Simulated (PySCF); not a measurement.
# How methods differ on the ionisation energy of Co²¹⁺

Co²¹⁺ [He] 2s2 2p2 (3P) → Co²²⁺ [He] 2s2 2p1 (2P), as a difference of total energies. All numbers are calculated (PySCF 2.14, scalar relativity by spin-free X2C-1e, in an uncontracted even-tempered set (19 s from 4.6 bohr⁻², ratio 2.2; 11 p from 6 bohr⁻², ratio 2.2; 6 d from 26 bohr⁻², ratio 2.4; 5 f from 39 bohr⁻², ratio 2.4; 4 g from 58 bohr⁻², ratio 2.4)). Correlated levels: nothing frozen; virtual orbitals above 40 to 60 times the deepest correlated orbital energy dropped. The calculations carry no spin-orbit coupling.

```tsv
method	ionisation energy (eV)
UHF	1843.1
LDA	1841.8
PBE	1842.8
PBE0	1843.1
r2SCAN	1844.8
BHandHLYP	1843.9
PW91	1843.5
MP2 (all electrons)	1842.9
SCS-MP2 (all electrons)	1842.5
```

A first-order spin-orbit estimate (lowest level to lowest level, LS coupling) adds -0.414 eV.

For comparison: 1844 ± 1.1 eV (semi-empirical (NIST evaluation); NIST Atomic Spectra Database, ionization energies).
